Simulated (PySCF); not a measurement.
A search over the determinants of MgBi

Unrestricted PBE0; PySCF, scalar-relativistic core potentials, basis sets Mg aug-cc-pVDZ, Bi aug-cc-pVDZ-PP with ECP60. Outer shells of the fragments: Mg 3s2; Bi 5d10 6s2 6p3.

Followed along the bond (rough minima from three points):

```tsv
2Ms+1	unpaired	⟨S²⟩ at the start	R at minimum (Å)	Te (eV)
4	σ ↑, π ↑↑	3.76	2.97	0.00
2	σ ↓, π ↑↑	1.76	2.89	0.20
2	σ ↑, π ↑↓	1.76	2.91	0.41
2	π ↑	0.82	2.67	0.45
2	σ ↑	0.76	2.90	1.24
```

Solutions found at the starting distance of 2.815 Å, counted from the lowest of them; the search is not exhaustive and high or unbound solutions are not listed, so other states can lie among these:

| 2Ms+1 | unpaired | term | E (eV) | ⟨S²⟩ | ⟨Lz²⟩ | μ (D) |
| --- | --- | --- | --- | --- | --- | --- |
| 4 | σ ↑, π ↑↑ | ⁴Σ⁻ | 0.00 | 3.76 | 0.00 | -0.74 |
| 2 | σ ↓, π ↑↑ | mixed | 0.18 | 1.76 | 0.00 | -1.07 |
| 2 | σ ↑, π ↑↓ | mixed | 0.41 | 1.76 | 2.01 | -0.92 |
| 2 | π ↑ | ²Π | 0.47 | 0.82 | 1.01 | -4.45 |
| 2 | σ ↑ | mixed | 1.23 | 0.76 | 2.00 | -0.86 |
| 4 | σ ↑↑, π ↑ | ⁴Π | 1.83 | 3.76 | 1.02 | -2.72 |
| 4 | π ↑↑↑ | ⁴Π | 2.31 | 3.76 | 1.00 | 0.03 |
| 2 | π ↑ | ²Π | 2.75 | 0.75 | 1.00 | 4.43 |

A term symbol is given only where ⟨S²⟩ and ⟨Lz²⟩ are close to those of a pure state; real π, δ and φ orbitals otherwise mix terms. A positive dipole means Mg(−)Bi(+).

Spin–orbit coupling is left out, which matters for elements this heavy, above all for dissociation energies. Counting both spins, an empty level lies below a filled one in some of these solutions, because spin and occupation are held.
